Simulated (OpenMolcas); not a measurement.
3d² along the 20-electron sequence

```
Program             : OpenMolcas 26.06
Method              : SS-CASPT2, IPEA 0.25 Eh, imaginary shift 0.1 Eh
Basis               : ANO-RCC-VTZP
Scalar Hamiltonian  : DKH2, point nucleus
Spin-orbit coupling : state interaction with AMFI integrals over the reference wave functions, term energies averaged over their components
```

Active space for each ion: 2 electrons in 5 orbitals (3d); closed shells correlated by CASPT2: 3s 3p.

Computed levels in cm-1 above ³F₂:

```tsv
Level	Cr4+	Mn5+	Co7+
³F₃	509	757	1382
³F₄	1157	1710	3080
¹D₂	12920	15280	19660
³P₀	16080	18560	22910
³P₁	16260	18840	23420
³P₂	16650	19440	24620
¹G₄	22480	26060	32870
¹S₀	52150	60850	76930
weight of ³F in the lowest level (%)	100	100	100
```

Measured, with the error of the calculation in %. Measured levels: Cr4+ from Sugar and Corliss, J. Phys. Chem. Ref. Data 6, 317 (1977); Mn5+ from Corliss and Sugar, J. Phys. Chem. Ref. Data 6, 1253 (1977); Co7+ from Sugar and Corliss, J. Phys. Chem. Ref. Data 10, 1097 (1981).

```
Level          Cr4+          Mn5+          Co7+
  ³F₃    508 (+0.1)    746 (+1.5)   1430 (-3.3)
  ³F₄   1142 (+1.3)   1669 (+2.5)   3144 (-2.0)
  ¹D₂  13188 (-2.0)  15336 (-0.4)  19624 (+0.2)
  ³P₀  15492 (+3.8)  17782 (+4.4)  22304 (+2.7)
  ³P₁  15677 (+3.7)  18057 (+4.3)  22839 (+2.5)
  ³P₂  16041 (+3.8)  18628 (+4.3)  24055 (+2.3)
  ¹G₄  22019 (+2.1)  25511 (+2.2)  32360 (+1.6)
  ¹S₀  51146 (+2.0)                74247 (+3.6)
```

The fine-structure level ³F₄ changes by a factor of 2.66 from Cr4+ to Co7+. Its fourth root runs 5.83, 6.43, 7.45, with steps per unit of Z of 0.60, 0.51; equal steps would mean a (Z - σ)^4 law with constant σ.

¹D₂ changes by a factor of 1.52 over the same range, with steps per unit of Z of +2360, +2190 cm-1.

CASPT2 breaks the degeneracy within a term, and the mean is taken; among the terms shown or strongly mixed into the levels shown the widest spread is 820 cm-1 (3d² ¹G, Cr4+). Measured partners are found by configuration, term and J. A level has none where our copy of the source lacks it or the pairing is in doubt (some pairs that miss far off the trend of their configuration count as doubtful), and it then counts in no deviation. Only configurations of the active space appear.
